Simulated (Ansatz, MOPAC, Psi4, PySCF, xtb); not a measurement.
Lewis adduct: GaH3 (SMILES [GaH3]) (first 4 atoms) with C2H6O (SMILES COC); geometry from B3LYP-D3(BJ)/def2-TZVP, rigid monomers moved along the line of their centres of mass till Ga1···O6 is 2.49 Å.
(charge 0, multiplicity 1):
```xyz
13

Ga     0.7169     0.2403     0.9854
H      1.9781    -0.6968     1.1198
H     -0.6087    -0.3757     0.3769
H      0.9005     1.8057     0.9343
C     -1.1072     0.9596     3.7142
O     -0.0269     0.0955     3.3525
C     -0.1710    -1.2279     3.8740
H     -1.1769     1.0205     4.8023
H     -2.0484     0.5879     3.3005
H     -0.8829     1.9386     3.3000
H     -0.2316    -1.1860     4.9635
H      0.7106    -1.7860     3.5713
H     -1.0686    -1.7025     3.4685
```

```csv
level,interaction energy (kcal/mol),cost
PM3,-40.42,-
PM6,-10.61,-
GFN2-xTB,-27.64,-
HF/3-21G (no counterpoise),-24.18,-
HF/aug-cc-pVDZ,-12.80,-
PBE-D3(BJ)/def2-TZVPPD,-15.65,×1
PBE-D4/def2-TZVPPD,-16.11,×1
r2SCAN-D3(BJ)/def2-TZVPPD,-17.00,×1
r2SCAN-D4/def2-TZVPPD,-17.00,×1
B3LYP/3-21G (no counterpoise),-25.16,-
B3LYP/6-31G*,-13.87,-
B3LYP/def2-TZVPPD,-12.92,×1
B3LYP-D4/def2-TZVPPD,-16.49,×1
M06-2X/6-31G* (no counterpoise),-21.13,-
wB97M-V/def2-TZVPPD,-16.53,×4
MP2/aug-cc-pVDZ,-15.86,-
SCS-MP2/aug-cc-pVDZ,-14.91,-
CCSD/aug-cc-pVDZ,-15.03,-
CCSD(T)/aug-cc-pVDZ,-15.46,×10
SAPT0/aug-cc-pVDZ,-17.46,-
```

The rows run from -40.42 (PM3) to -10.61 kcal/mol (PM6). In aug-cc-pVDZ the value moves HF -12.80, MP2 -15.86, CCSD -15.03, CCSD(T) -15.46, a shift of -2.65 from HF to CCSD(T). The dispersion term adds -3.56 in B3LYP-D4.

Interaction energies are E(AB) − E(A) − E(B) at the monomers' geometry in the complex; basis-set methods are counterpoise corrected. Rows marked so take none.

Cores are frozen in the correlated methods. Filled d and f shells under p-block atoms count as core. Rows in 3-21G, 6-31G* carry no dispersion term and start afresh at each structure (6-31G* with six Cartesian d functions); the Pople sets are all-electron and without relativity. The state that PM3, PM6 reach isn't checked.

The values were computed with Ansatz (Gaussian orbitals); MOPAC for PM3, PM6 (differences of heats of formation); Psi4 for SAPT; PySCF for 3-21G rows, 6-31G* rows, the dispersion terms; xtb for the GFN methods. Values without a source in brackets are computed.

Costs are rough ratios of core time to PBE/def2-TZVPPD (about 16 s over the structures, on one shared machine); a dash marks a level with no comparable run of its own.

Ansatz is a program for electronic structure.
